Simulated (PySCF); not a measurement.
Gas-phase reaction: WO2F2 + 2 O + WOCl4 ⇌ 2 WO2Cl2 + F2O

Method: PySCF energies plus ideal-gas RRHO corrections (1 bar). † marks an energy on the PBE0/def2-TZVP geometry and frequencies; other levels use their own. MP2 freezes the core. Open shells (unrestricted): O (multiplicity 3); the rest are closed-shell singlets. Spin-orbit splitting is ignored; it lowers the true energy and changes the entropy of O. W: scalar-relativistic def2 core potential, no spin-orbit coupling. WO2F2: computed as isolated molecules; such fragments, hydroxides, amides, oligomers or adducts are transient or little studied in the gas. MP2 isn't extrapolated to the basis-set limit.

LDA/def2-TZVP† gives ΔH°(298 K) = -385 kJ.

### Question
What do PBE0/def2-TZVP, MP2/def2-TZVPP†, PBE/def2-SVP give?

### Answer
PBE0/def2-TZVP: -144 kJ; MP2/def2-TZVPP†: -176 kJ; PBE/def2-SVP: -249 kJ. For scale, ΔH°(298 K) is -385 kJ at this level, -147 kJ at ωB97M-V/def2-TZVP†, and runs from -697 to 353 kJ over the 17 levels computed.
